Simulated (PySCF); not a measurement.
```xyz
3
charge 0 multiplicity 3, angstrom
Mo    0.0000    0.0000    0.0000
S     0.0000    0.0000    2.1674
S     0.0000    0.0000   -2.1674
```

All numbers come from UPBE0/[Mo def2-TZVP with ECP28, S def2-TZVP], scalar-relativistic core potentials, density fitting, no spin–orbit coupling, PySCF.

This geometry of MoS2 is a stationary point at this level.

Question: What is the point group?

Answer: D∞h.

Question: Is it a minimum?

Answer: No: it has 2 imaginary modes (one degenerate set), at 140i cm⁻¹ (πu).

Question: List the harmonic modes with their infrared intensities.

Answer: 
```tsv
symmetry	ω (cm⁻¹)	IR (km/mol, summed over degenerate members)	type
πu	140i	–	bend
σg+	484	0.0	stretch
σu+	528	280	stretch
```

Question: Give the atomic charges and bond orders.

Answer: 
```
atom  Mulliken  Löwdin  polar tensor  spin (Mulliken)  Mayer order to Mo1
 Mo1      0.93    0.00          1.99             2.58                   –
S2,3     -0.47    0.00         -0.99            -0.29                1.89
```
Other Mayer orders above 0.3: S–S 0.45.

In D∞h the vibrations span πu + σg+ + σu+. The σg+ mode carries no infrared intensity, as symmetry demands. With a centre of inversion only u modes can be infrared active and only g modes Raman active.

Only a few start shapes were tried, so a lower isomer may exist. With open d or f shells other occupations or spin states may lie lower. At this level a triplet minimum of C2v symmetry lies 103 kJ/mol below this structure.
